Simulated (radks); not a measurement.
All-electron atom: I14+ in [Kr] 4d3.

Method: non-relativistic Kohn-Sham, PBE, spin-polarised, spherical densities, point nucleus; open shells are filled with parallel spins first (spin-orbit coupling, left out, can overturn this in heavy ions); relativity is left out, which matters for an element this heavy; computed with a radial shooting solver on a logarithmic mesh with Libxc functionals.

Energy parts (eV):
total: -186401.260
kinetic: 186346.830
electron-nucleus: -430236.897
Hartree: 61975.282
exchange-correlation: -4486.475

Orbitals (lengths in bohr, moments of r in powers of bohr; <r^-3> diverges for s and p1/2; r(max) is where P^2 peaks):
| orbital | occ. | eigenvalue (eV) | r(max) | <r^-3> |
|---|---|---|---|---|
| 1s up | 1 | -31965.05 | 0.01900 | - |
| 1s down | 1 | -31965.04 | 0.01900 | - |
| 2s up | 1 | -5086.446 | 0.1049 | - |
| 2s down | 1 | -5084.922 | 0.1049 | - |
| 2p up | 3 | -4799.422 | 0.08202 | 4894 |
| 2p down | 3 | -4798.287 | 0.08201 | 4896 |
| 3s up | 1 | -1266.824 | 0.2981 | - |
| 3s down | 1 | -1266.094 | 0.2981 | - |
| 3p up | 3 | -1146.509 | 0.2845 | 926.7 |
| 3p down | 3 | -1145.687 | 0.2846 | 926.8 |
| 3d up | 5 | -924.0631 | 0.2313 | 151.2 |
| 3d down | 5 | -922.7978 | 0.2315 | 151.2 |
| 4s up | 1 | -446.7144 | 0.6873 | - |
| 4s down | 1 | -441.8140 | 0.6866 | - |
| 4p up | 3 | -402.0711 | 0.6990 | 215.3 |
| 4p down | 3 | -397.2115 | 0.6984 | 215.1 |
| 4d up | 3 | -324.1103 | 0.7179 | 30.97 |
| 4d down | 0 | -319.3725 | 0.7176 | 30.92 |

The highest occupied level is 4d up at -324.11 eV. Virial ratio -V/T = 2.00029. The density falls to 0.001 e/bohr^3 at r = 1.86 bohr.
